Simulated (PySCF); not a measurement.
Task: Write Cartesian coordinates for `P[SiH2][SeH]` as optimised with PBE0-D3(BJ)/def2-SVP.

Result: 
```
atom  x, y, z in Å
P1     1.815   -0.028   -0.287
Si2   -0.362    0.571   -0.138
Se3   -1.680   -0.712    1.222
H4     1.503   -1.378   -0.640
H5     1.925   -0.320    1.107
H6    -0.905    0.607   -1.529
H7    -0.442    1.935    0.463
H8    -1.493   -1.920    0.402
```

Orientation and origin are arbitrary. Atoms count from 1 in this order. Si2 (SiH2 silicon) is distorted tetrahedral (angles from 104.0° to 116.4°). P1 (three-coordinate phosphorus) is pyramidal (angles 93.7°, 93.7° and 93.2°, sum 280.6°, 0.87 Å off the plane of its three neighbours).

Bonds between heavy atoms (Å): P1–Si2 2.263, Si2–Se3 2.287.

Computed, not measured: PySCF, PBE0-D3(BJ)/def2-SVP geometry optimisation, gas phase.

Whether it is a minimum is left open (no frequencies). One conformer, not necessarily the lowest (H–P1–Si2–Se3 53° and -41°, P1–Si2–Se3–H -63°).
